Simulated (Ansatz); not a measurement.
Born–Oppenheimer molecular dynamics of C$_{2}$H$_{9}$AlO$_{2}$ (14 atoms, charge 0, multiplicity 1). It starts from a rough guess of a transition structure, not a stationary point.

Level of theory: UKS B3LYP/STO-3G (Ansatz).

| Quantity | Value |
| --- | --- |
| ensemble | NVE (velocity Verlet) |
| time step | 0.5 fs |
| steps asked | 150 |
| starting velocities drawn for | 600 K |
| seed | 175927 |

First frame:

```xyz
14
Properties=species:S:1:pos:R:3
Al 0.294 0.151 -1.004
C 0.230 0.097 1.287
C -1.069 -0.525 0.852
O 0.993 -1.221 -1.546
O -0.552 1.390 -1.655
H 1.139 0.674 0.392
H 1.843 1.097 -0.166
H 0.053 0.918 1.980
H 0.849 -0.634 1.809
H -1.125 -0.637 -0.321
H -1.220 -1.540 1.212
H -1.933 0.084 1.101
H 1.437 -1.990 -1.862
H -0.941 2.137 -2.078
```

Problem. How far do the bonds stretch over the last three quarters of this one trajectory? (Pairs bonded in most of those frames.)

Solution. 
```tsv
bond	mean (Å)	spread (Å)	shortest	longest
Al1–O4	1.752	0.106	1.59	1.91
Al1–O5	1.751	0.047	1.68	1.83
Al1–H7	1.528	0.042	1.45	1.61
C2–C3	1.576	0.056	1.48	1.70
C2–H6	1.126	0.063	1.02	1.24
C2–H8	1.112	0.031	1.05	1.19
C2–H9	1.107	0.018	1.07	1.14
C3–H10	1.111	0.039	1.05	1.17
C3–H11	1.114	0.048	1.04	1.19
C3–H12	1.105	0.016	1.08	1.14
O4–H13	1.047	0.034	0.98	1.11
O5–H14	1.063	0.037	0.98	1.13
```

Pairs bonded in part of these frames only: Al1–C2 14 %, Al1–H6 14 %, Al1–H13 8 %, Al1–H14 23 %.

Mean temperature of the second half: 3131 K. The conserved energy stayed within 0.53 meV per atom of its start (net change -0.12 meV per atom), so the integration is sound. The kinetic energy rose, since the run started high on the potential surface and went downhill. It ends in pieces (AlH3O2 + C2H6), so much of that is their flight and rotation, not heat. A run of 0.075 ps of so small a system gives no equilibrium averages. The orbitals were unrestricted but ended closed-shell. Limits of this set-up: minimal basis.

The run took 8.4 min on 1 thread of Arm Neoverse V2 (shared host), peak memory 0.14 GiB.
